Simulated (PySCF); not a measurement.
First SCF of a structure search on triplet OsF₃⁺, at a hand-made trigonal planar geometry. PySCF input:

```python
from pyscf import gto, scf, dft
mol = gto.M(atom='''
Os     0.000000     0.000000     0.000000
F      1.891400     0.000000     0.000000
F     -0.945700     1.638000     0.000000
F     -0.945700    -1.638000     0.000000''',
    basis={'Os': 'def2-SVP', 'F': 'def2-SVP'},
    ecp={'Os': 'def2-SVP'},
    charge=1, spin=2)
mf = dft.UKS(mol, xc='PBE')
mf.grids.atom_grid = (50, 194)
aux = {'Os': 'def2-universal-JKFIT', 'F': 'def2-universal-JKFIT'}
mf = mf.density_fit(auxbasis=aux)
mf.conv_tol = 1e-08
mf.diis_space = 10
mf.max_cycle = 60
mf.init_guess = 'minao'
mf.verbose = 4
mf.kernel()
```

Excerpt of the output (cycles alone):

```
init E= -377.804416755657
cycle= 1 E= -389.24598096664  delta_E= -11.4  |g|= 0.588  |ddm|= 5.72
cycle= 2 E= -385.938127202654  delta_E= 3.31  |g|= 2.84  |ddm|= 2.17
cycle= 3 E= -389.374071787112  delta_E= -3.44  |g|= 0.144  |ddm|= 1.93
cycle= 4 E= -389.380792749654  delta_E= -0.00672  |g|= 0.0798  |ddm|= 0.241
cycle= 5 E= -389.3839351393  delta_E= -0.00314  |g|= 0.00978  |ddm|= 0.0734
cycle= 6 E= -389.383873544254  delta_E= 6.16e-05  |g|= 0.016  |ddm|= 0.0174
cycle= 7 E= -389.383977937967  delta_E= -0.000104  |g|= 0.00147  |ddm|= 0.0128
cycle= 8 E= -389.383979447163  delta_E= -1.51e-06  |g|= 0.000478  |ddm|= 0.00235
cycle= 9 E= -389.383979559289  delta_E= -1.12e-07  |g|= 0.000179  |ddm|= 0.000568
cycle= 10 E= -389.383979574139  delta_E= -1.49e-08  |g|= 1.03e-05  |ddm|= 0.00016
cycle= 11 E= -389.383979574183  delta_E= -4.34e-11  |g|= 5.39e-07  |ddm|= 9.4e-06
Extra cycle  E= -389.383979574183  delta_E= -2.27e-13  |g|= 1.48e-06  |ddm|= 3.98e-06
converged SCF energy = -389.383979574183  <S^2> = 2.0090937  2S+1 = 3.0060564
```

No lower solution of this spin was found from smeared starts or by a stability analysis within the unrestricted form.

With open d or f shells other occupations or spin states may lie lower. Spin–orbit coupling, left out here, can matter for elements this heavy.

The search for the lowest solution, 3 starts and the stability check together, took 22 s on 2 threads of a shared Intel Xeon Platinum 8375C @ 2.90GHz (Ice Lake) host, with 74 basis functions. Launch command: `OMP_NUM_THREADS=2 python axn.py task.json out`.
